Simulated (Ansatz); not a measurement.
`C[N](C)[InH][Br]` + H₂ → `C[N](C)[InH2]` + HBr  (hydrogenolysis of the In–Br bond)

Computed with Ansatz on PBE0-D4/def2-TZVP structures; ΔE is electronic, products minus reactants. CCSD(T)/CBS adds triple-zeta CCSD(T) − MP2 to the extrapolated MP2 energy (def2 sets, frozen cores). This one scheme is used for every species. Functionals use def2-TZVPP. Elements past krypton have def2 core potentials. For Br, In outer-core shells are correlated without core-valence functions, which leaves a few kJ/mol of doubt a bond. Scalar relativity is left out up to krypton. Each species was taken in one conformer, which may not be the lowest.

`C[N](C)[InH][Br]`:

```xyz
12

C    -1.164   -0.951    0.168
N    -0.063   -0.041   -0.013
C     0.805    0.034    1.133
In    0.213    1.003   -1.693
Br    2.237    2.422   -1.520
H    -1.803   -0.985   -0.718
H    -1.796   -0.658    1.020
H    -0.815   -1.976    0.364
H     1.625    0.733    0.957
H     1.242   -0.947    1.370
H     0.260    0.372    2.027
H    -0.739    0.995   -3.096
```

H₂:

Z-matrix (Å, degrees):
```
H
H 1 0.746
```

`C[N](C)[InH2]`:

Cartesian coordinates in Å:
```
C -1.122 -0.487 0.729
N 0.015 0.021 0.008
C 0.299 -0.744 -1.176
In 1.089 1.628 0.592
H -1.317 0.108 1.624
H -2.035 -0.474 0.113
H -0.970 -1.530 1.048
H -0.551 -0.742 -1.877
H 1.165 -0.341 -1.706
H 0.513 -1.798 -0.940
H 0.528 2.348 2.040
H 2.387 2.010 -0.455
```

HBr:

Cartesian coordinates in Å:
```
Br 0.134 -0.672 0.187
H -0.134 0.672 -0.187
```

```
      level  ΔE (kJ/mol)
     PBE-D4        119.1
 r2SCANh-D4        127.0
    ωB97M-V        121.9
HF/def2-SVP        116.2
```

Question: What does CCSD(T)/CBS give? (An estimate is asked.)

Answer: The calculation gave: +130.3 kJ/mol. The listed levels differ from it by -11.2, -3.3, -8.4, -14.1 kJ/mol.

Question: What do rigid-rotor, harmonic-oscillator terms from PBE0-D4/def2-TZVP frequencies (298.15 K, 1 bar) make of the CCSD(T)/CBS value? (An estimate is asked.)

Answer: Computed: ΔZPE = +2.8 kJ/mol, ΔH = +129.2 kJ/mol, ΔS = 12 J/(mol·K), ΔG = +125.6 kJ/mol.

Largest T1 diagnostic among the species: 0.017.

At CCSD(T), def2-SVP lies −15.9 kJ/mol from the extrapolated value and def2-TZVPP −10.2 kJ/mol. The D4 term adds +6.4 kJ/mol with B3LYP and +3.7 kJ/mol with PBE0; it sums over pairs of atoms, weighted by their polarisabilities, and B3LYP, whose exchange is more repulsive, gets the larger term.

B3LYP here is the variant with VWN-RPA as its local correlation; programs differ in this.
